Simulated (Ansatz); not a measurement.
Cost and result for the atomization energy of CH7FO3Si2, SMILES `CO[SiH2]O[SiH](O)F` (14 atoms, 13 bonds).

```xyz
14

C    -0.3360   -1.6581    2.1116
O    -0.5618   -0.8377    0.9893
Si   -0.1038    0.7242    0.8613
O    -0.0954    1.0954   -0.7258
Si    0.1479    0.4796   -2.2052
O     0.2292    1.6668   -3.3057
F     1.5187   -0.3298   -2.1612
H     0.6811   -1.5388    2.5018
H    -0.4700   -2.6974    1.8080
H    -1.0477   -1.4361    2.9134
H    -1.0679    1.6351    1.5232
H     1.2537    0.8944    1.4424
H    -0.9185   -0.4350   -2.6239
H     0.7703    2.4376   -3.1292
```

The species carries charge 0 and has multiplicity 1. Geometry: relaxed with PBE0-D4/def2-TZVP. It is one conformer, not always the lowest. Program: Ansatz. All runs use 2 threads of an AMD EPYC 7R13 on a shared host and a share of an NVIDIA H100 80 GB. Times are those of one run each, without the atoms' runs, and a repeat can differ threefold. Electronic energies, without spin–orbit coupling; frozen cores. CCSD(T)/CBS adds CCSD(T) − MP2 in def2-TZVPP to the MP2 limit, and its time is that of the two runs behind it. T1 = 0.012. B3LYP takes the VWN-RPA correlation (the form of Gaussian; ORCA's B3LYP/G).

CCSD(T)/CBS is a level of theory with its own doubt, some kJ/mol a heavy atom from the limit and from the frozen cores, so smaller differences don't rank the functionals.

| level | functions | wall time | atomization (kJ/mol) | difference from CCSD(T)/CBS | per bond |
| --- | --- | --- | --- | --- | --- |
| PBE0-D4/def2-TZVPP | 337 | 1.7 s | 5496.7 | -103.6 | -8.0 |
| PBE-D4/def2-TZVPP (with forces) | 337 | 1.9 s | 5597.8 | -2.5 | -0.2 |
| r2SCAN-D4/def2-TZVPP (with forces) | 337 | 2.2 s | 5570.2 | -30.1 | -2.3 |
| B3LYP-D4/def2-TZVPP (with forces) | 337 | 2.2 s | 5542.6 | -57.7 | -4.4 |
| ωB97X-V/def2-TZVPP | 337 | 2.4 s | 5583.2 | -17.1 | -1.3 |
| B2PLYP/def2-TZVPP | 337 | 2.4 s | 5509.4 | -90.9 | -7.0 |
| ωB97M-V/def2-TZVPP (with forces) | 337 | 2.9 s | 5582.1 | -18.2 | -1.4 |
| MP2/def2-QZVPP | 635 | 4.2 s | 5671.3 | 71.0 | 5.5 |
| CCSD(T)/def2-TZVPP | 337 | 10 s | 5435.2 | -165.1 | -12.7 |
| CCSD(T)/CBS(def2) | – | 14 s | 5600.3 | 0.0 | 0.0 |

In def2-TZVPP, CCSD(T) changes the Hartree–Fock value by +1343.4 kJ/mol (the triples alone add +73.9 kJ/mol) and MP2 by +1478.6 kJ/mol; breaking electron pairs costs correlation energy, which Hartree–Fock lacks. The D4 term adds +49.2 kJ/mol with B3LYP and +26.2 kJ/mol with PBE0; it sums over pairs of atoms, weighted by their polarisabilities, and B3LYP, whose exchange is more repulsive, gets the larger term. From PBE to PBE0 (25 % exact exchange), in def2-TZVPP and without D4, the atomization energy moves by −96.6 kJ/mol: exact exchange takes away binding that semilocal exchange gives to molecules.
